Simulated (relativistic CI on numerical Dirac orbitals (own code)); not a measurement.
Ti3+ in a cubic cluster: 2p photoemission with charge transfer

Computed with a charge-transfer multiplet model of a cubic metal-ligand cluster with up to 2 ligand holes, Slater and spin-orbit integrals from Dirac-Coulomb-Breit ions, Slater integrals scaled by 0.8. The ground state mixes d1 with configurations of k ligand holes L, whose averages lie at kΔ + k(k − 1)U_dd/2; a core hole lowers each added d electron by U_cd. 300 K, Lorentzian 0.6 eV and Gaussian 0.8 eV FWHM.

Atomic integrals in eV (Slater integrals scaled, ζ unscaled), ground: F2dd 6.578, F4dd 4.090, zeta_d 0.017; with the core hole: F2dd 6.578, F4dd 4.090, zeta_d 0.032, zeta_core 3.741, F2cd 5.066, G1cd 3.785, G3cd 2.149. Where a configuration has fewer than two d electrons, the dd integrals are those of d2.

Cluster parameters (eV): Δ = 4.8, U_dd = 4.1, U_cd = 5.3, 10Dq = 0.85, 10Dq(ligand) = 0.2, final-state hopping factor = 0.8.

```tsv
Case	n_d	d1	d2L	d3L2	S
V(eg) = 1.45 eV, V(t2g) = -0.62 eV	1.28	0.74	0.24	0.02	0.50
V(eg) = 1.75 eV, V(t2g) = -0.75 eV	1.35	0.68	0.29	0.03	0.50
V(eg) = 2.35 eV, V(t2g) = -1.01 eV	1.47	0.58	0.37	0.05	0.50
```

Weights, n_d and S are thermal averages at 300 K. Binding energies count from the first peak over 30 % of the highest in each spectrum, which can be another peak from case to case. The parameters are a model scan and need not match a compound or its usual spin state. Peaks in eV (height, largest 100):
- V(eg) = 1.45 eV, V(t2g) = -0.62 eV: 0.0 (100), 6.1 (65), 11.1 (13)
- V(eg) = 1.75 eV, V(t2g) = -0.75 eV: 0.0 (100), 2.6 (19), 6.2 (65), 12.0 (9)
- V(eg) = 2.35 eV, V(t2g) = -1.01 eV: 0.0 (100), 2.8 (14), 6.4 (43), 13.6 (6)

Curve for V(eg) = 2.35 eV, V(t2g) = -1.01 eV (points under 2 left out, the grid thinned):

| E (eV) | Intensity |
| --- | --- |
| -3.3 | 2.1 |
| -2.9 | 2.7 |
| -2.5 | 3.7 |
| -2.0 | 6.1 |
| -1.6 | 10.8 |
| -1.2 | 23.0 |
| -0.8 | 49.2 |
| -0.4 | 82.4 |
| 0.0 | 100.0 |
| 0.5 | 81.6 |
| 0.9 | 52.1 |
| 1.3 | 30.9 |
| 1.7 | 19.5 |
| 2.1 | 14.5 |
| 2.6 | 13.7 |
| 3.0 | 13.8 |
| 3.4 | 13.0 |
| 3.8 | 12.8 |
| 4.2 | 13.9 |
| 4.6 | 16.5 |
| 5.1 | 24.6 |
| 5.5 | 34.4 |
| 5.9 | 41.2 |
| 6.3 | 43.2 |
| 6.7 | 42.2 |
| 7.2 | 33.5 |
| 7.6 | 25.1 |
| 8.0 | 19.8 |
| 8.4 | 16.6 |
| 8.8 | 13.3 |
| 9.2 | 9.7 |
| 9.7 | 6.8 |
| 10.1 | 5.7 |
| 10.5 | 4.7 |
| 10.9 | 4.1 |
| 11.3 | 3.6 |
| 11.8 | 3.1 |
| 12.2 | 2.9 |
| 12.6 | 3.3 |
| 13.0 | 4.5 |
| 13.4 | 5.7 |
| 13.8 | 5.5 |
| 14.3 | 4.1 |
| 14.7 | 2.9 |
| 15.1 | 2.1 |

For the case V(eg) = 2.35 eV, V(t2g) = -1.01 eV, Δ = 4.8 eV is larger than U_dd = 4.1 eV, the Mott-Hubbard side of the Zaanen-Sawatzky-Allen scheme. With the core hole the average of the configuration with one ligand hole lies at Δ − U_cd = -0.5 eV before mixing: the effective hopping of about 4.0 eV (from the holes of the mixed ground state) is comparable with this gap or larger, so the configurations mix strongly.
